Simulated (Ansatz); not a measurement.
Consider the atomization: `[NH2][Al]([AlH2])[GaH2]` → 2 Al• + Ga• + 6 H• + N•.

Calculated with Ansatz (gas phase, PBE0-D4/def2-TZVP geometries, no zero-point term in ΔE). CCSD(T)/CBS adds triple-zeta CCSD(T) − MP2 to the extrapolated MP2 energy (def2 sets, frozen cores). This one scheme is used for every species, atoms too. For atomizations the MP2-based limit and the directly extrapolated one differ by several kJ/mol either way, and by 10 to 25 for some Ge, Se and Sn compounds, so smaller differences from it don't rank the levels. No spin–orbit coupling; open shells (•) take unrestricted orbitals. Spin–orbit coupling would lower the free atoms: a little for Al; clearly for Ga. For Ga outer-core shells are correlated without core-valence functions, so the limit isn't a true one: a few kJ/mol of doubt a bond, and 10 to 20 or more in all where bonds break to atoms. Scalar relativity is left out up to krypton. One conformer a species, not always the lowest.

```csv
species,CCSD(T)/CBS(def2) energy (Eh)
`[NH2][Al]([AlH2])[GaH2]`,-2466.27917
Al•,-241.93820
Ga•,-1923.88713
H•,-0.50000
N•,-54.53257
```

(1) Work out ΔE.

Largest T1 diagnostic among the species: 0.018.

Answers

(1) ΔE = 6 × (-0.50000) + 2 × (-241.93820) + (-1923.88713) + (-54.53257) − (-2466.27917) = 0.98307 Eh = +2581.0 kJ/mol.

At CCSD(T), def2-SVP lies −193.0 kJ/mol from the extrapolated value and def2-TZVPP −69.4 kJ/mol: correlation converges slowly with the basis, and small sets miss more of it in the bonded molecule than in its fragments. From PBE to PBE0 (25 % exact exchange), in def2-TZVPP and without D4, ΔE moves by −19.9 kJ/mol: exact exchange takes away binding that semilocal exchange gives to molecules. Leaving LDA and LC-ωPBE aside and taking each functional with its dispersion term where it has one, the values, not all of them listed here, spread over 113.1 kJ/mol, from revPBE-D4 to B97M-V. LDA lies +334.5 kJ/mol from PBE without D4, its usual overbinding.
